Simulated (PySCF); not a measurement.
**Structure revision by computed shifts**

A compound C$_{4}$H$_{12}$OSi$_{3}$ gives the data below (simulated from a calculation) and was assigned the structure `COC1=C[SiH2]C1([SiH3])[SiH3]`.

13C{1H} NMR (computed): δ 148.2 (C), 133.6 (CH2), 32.3 (CH2), 2.6 (CH3).

1H NMR (500 MHz, computed): δ 6.06 (br s, 1H), 5.87 (br s, 1H), 5.71 (m, 1H), 5.22 (m, 1H), 5.00 (m, 1H), 4.40 (m, 1H), 4.02 (m, 1H), 2.16 (m, 1H), 1.78 (m, 1H), 0.46 (d, 3H).

Single conformer, non-relativistic Hamiltonian, one averaged value for each set of equivalent atoms, isolated molecule. GIAO PBE0/pcSseg-1 shieldings; GFN2-xTB geometry; PySCF 2.14.0 with density-fitted response routines.

References, each an isolated molecule treated in the same way: TMS for 1H (σref 31.72) and 13C (σref 186.93).

Question: Compare with the shifts computed for the proposed structure, pairing carbons in order of shift.

Answer: Structure with atom numbers: `[CH3:1][O:2][C:3]1=[CH:4][SiH2:5][C:6]1([SiH3:7])[SiH3:8]`. Each H is labelled by its parent atom.

```csv
atom,computed for proposal,given list,difference
C3,180.3,148.2,+32.1
C4,84.2,133.6,-49.4
C1,56.6,32.3,+24.3
C6,13.3,2.6,+10.7
```

The rms difference is 32.3 ppm and the largest -49.4 ppm at C4 (β carbon of an enol-ether or enamine type C=C). The carbon types in order of shift don't match either: C, CH, CH3, C for the proposal against C, CH2, CH2, CH3 in the data. The proposal doesn't fit.

Question: Which isomer fits?

Answer: `InChI=1S/C4H12OSi3/c1-4-3-6-5-8(2)7-4/h8H,1,3,6-7H2,2H3/t8-/m0/s1`.

1. Carbon types of the structure: 1 × C, 2 × CH2, 1 × CH3, leaving 5 H on heteroatoms.
2. δC 148.2: fully substituted alkene carbon; an sp2 carbon of a C=C bond.
3. δC 133.6: terminal =CH2 carbon; the olefinic region.
4. δH 2.16, 1.78: hydrogen on an allylic sp3 CH2 bonded to Si; allylic position.
5. δH 0.46: hydrogen on a methyl carbon bonded to Si; an electropositive neighbour shields it, as in TMS itself.

Other isomers checked: C=C[SiH2]C([SiH3])([SiH3])C=O (rms 64.2 ppm); C=C(C=O)[Si@H]([SiH3])[SiH2]C (rms 68.8 ppm).

The shifts were computed for this structure.

Shifts are as computed. Against solution values, carbons near 30 ppm lie about +3 ppm off and those near 130 ppm about +5 ppm. Of 1309 compounds with measured shifts, 239 miss one by over three times the rms of a fit or turn the order of signals round; such compounds aren't used in these exercises. No couplings were computed; multiplicities are counted from neighbouring protons, with m where these are inequivalent, close in shift, in a saturated or five-membered ring or joined by F or P, and br s for small geminal =CH2 splittings.
